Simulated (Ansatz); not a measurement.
A search over several starts for the lowest SCF solution of Ag₁₂Bi at the given spin, in a small basis.

```yaml
crystal:
  periodic: [false, false, false]
  atoms:
    - {symbol: Bi, position_ang: [5.055142, 0.745583, 1.977028]}
    - {symbol: Ag, position_ang: [6.957647, 1.035981, -0.196586]}
    - {symbol: Ag, position_ang: [5.602677, -1.413804, 0.112570]}
    - {symbol: Ag, position_ang: [2.764049, 4.425676, -0.390111]}
    - {symbol: Ag, position_ang: [7.356812, 3.476072, -1.463641]}
    - {symbol: Ag, position_ang: [2.696058, 1.909011, 0.816060]}
    - {symbol: Ag, position_ang: [5.126622, 5.100068, -1.640248]}
    - {symbol: Ag, position_ang: [0.495025, 0.335164, 0.123504]}
    - {symbol: Ag, position_ang: [0.371580, 3.098012, 0.027162]}
    - {symbol: Ag, position_ang: [2.962873, -0.859398, 0.683142]}
    - {symbol: Ag, position_ang: [5.145155, 3.077231, 0.193719]}
    - {symbol: Ag, position_ang: [3.636141, -3.234339, -0.621177]}
    - {symbol: Ag, position_ang: [1.061819, -2.230259, -0.711921]}
basis:
  gaussian: {orbitals: def2-SVP, initial_orbitals: start.molden}
magnetization: {spin_polarized: true, initial_magnetization: 1}
hamiltonian: {xc: pbe, dispersion: d4}
output: {orbitals: {seedname: orbitals}}
```

The file start.molden holds the orbitals of an earlier run on this structure, at another level or in another basis.

```sh
$ ansatz run in.yaml --threads 2 --pin off --events-out ev --progress --plain --max-ram 22528MiB --backend cuda --devices 0, --max-vram 18GiB
```

Output, abridged:

```
Functional definition: PBE
3660 factors; their error is unknown
mean field evaluation 1: about -53845.1397 eV, gradient 1.0e-1 eV
mean field evaluation 2: about -53845.0475 eV, gradient 1.3e-4 eV
mean field evaluation 4: about -53845.0475 eV, gradient 1.5e-5 eV
mean field evaluation 8: about -53835.9084 eV, gradient 3.9e1 eV
mean field evaluation 16: about -53845.1393 eV, gradient 6.7e-2 eV
mean field evaluation 32: about -53843.8546 eV, gradient 4.8e0 eV
mean field evaluation 64: about -53843.4779 eV, gradient 2.0e0 eV
mean field -53845.04747718 eV, -1978.7689973025 hartree, gradient 1.5e-5 eV, S^2 0.753558; 5 other end points of the search recorded, 0 dependent functions left out
reference -53845.04754398 eV, -1978.7689997571 hartree; 126, 125 occupied and 272, 273 virtual orbitals, 3660 factors
Total energy: -53846.64317414 eV, -1978.8276380838 hartree
```

Run time 20 s (2 threads of AMD EPYC 7R13 on a shared host and a share (18 GiB) of an NVIDIA H100 80GB HBM3), peak host memory 1.3 GiB.

In the def2 sets Ag, Bi take a core potential; there is no spin–orbit coupling. Another isomer (doublet) lies 1.06 eV lower at PBE0-D4/def2-TZVP; other spin states weren't run for this one.
